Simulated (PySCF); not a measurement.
## Sn (tin, neutral) across methods

[Kr] 4d10 5s2 5p1 6s1, high-spin 3P determinant (an excited configuration). Computed with PySCF 2.14 in aug-cc-pVDZ-PP with ECP28MDF (5s4p3d, 32 functions), with scalar relativity through the core potential.

| method | E (hartree) | mean ε 5s β (eV) | mean ε 5p α (eV) | mean ε 6s α (eV) | Σ⟨r²⟩ (bohr²) | ⟨S²⟩ |
| --- | --- | --- | --- | --- | --- | --- |
| LDA | -213.7475 | -13.317 | -6.312 | -1.714 | 85.84 | 2.001 |
| PBE | -214.0913 | -12.913 | -6.248 | -1.706 | 86.60 | 2.002 |
| r2SCAN | -214.1616 | -13.151 | -6.613 | -1.659 | 86.75 | 2.004 |
| BLYP | -214.0489 | -12.962 | -6.018 | -1.468 | 86.30 | 2.001 |
| PBE0 | -214.0971 | -13.784 | -7.224 | -2.033 | 86.95 | 2.003 |
| UHF | -213.18014 | -15.370 | -9.559 | -2.656 | 88.78 | 2.010 |
| TPSS | -214.0001 | -12.806 | -6.326 | -1.670 | 87.10 | 2.002 |
| PW91 | -214.1753 | -12.998 | -6.300 | -1.722 | 86.45 | 2.002 |

Energies and moments cover only the electrons outside the core potential. The outer electron is Rydberg-like, and this basis confines it to a smaller radius and binds it less than a complete one would.
